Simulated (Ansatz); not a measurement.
A series at Ta: from `[NH2][Ta]([NH2])([NH2])=[S]`, ligands are replaced one by one, each step taking up H–F and setting free NH₃; n counts the steps. Ansatz, PBE0-D4/def2-TZVP geometries. Each molecule was computed in one conformer, which needn't be the lowest.

| n | molecule | HOMO energy, ωB97M-V/def2-TZVPP (eV) |
| --- | --- | --- |
| 0 | `[NH2][Ta]([NH2])([NH2])=[S]` | -9.01 |
| 1 | `[NH2][Ta]([NH2])([F])=[S]` | -9.54 |
| 2 | `[NH2][Ta]([F])([F])=[S]` | ? |
| 3 | `[F][Ta]([F])([F])=[S]` | -10.41 |

Task: By hand: fit a straight line y = ȳ + b (n − n̄) to the 3 given rows and predict n = 2.

Result: n̄ = 1.333, ȳ = -9.653; Σ(n − n̄)(y − ȳ) = -2.157, Σ(n − n̄)² = 4.667, so b = -0.462 eV a step. Prediction: -9.653 + (-0.462) × (0.667) = -9.96 eV.

Task: By hand: compare with the computed value, -9.92 eV, and give the steps along the whole series.

Result: The line misses by 0.04 eV (computed minus predicted). Steps: -0.53, -0.38, -0.49 eV.

The steps differ by up to 0.15 eV without a steady trend. The highest orbital can change its character along such a series. The miss is 2.9 % of the series' range.
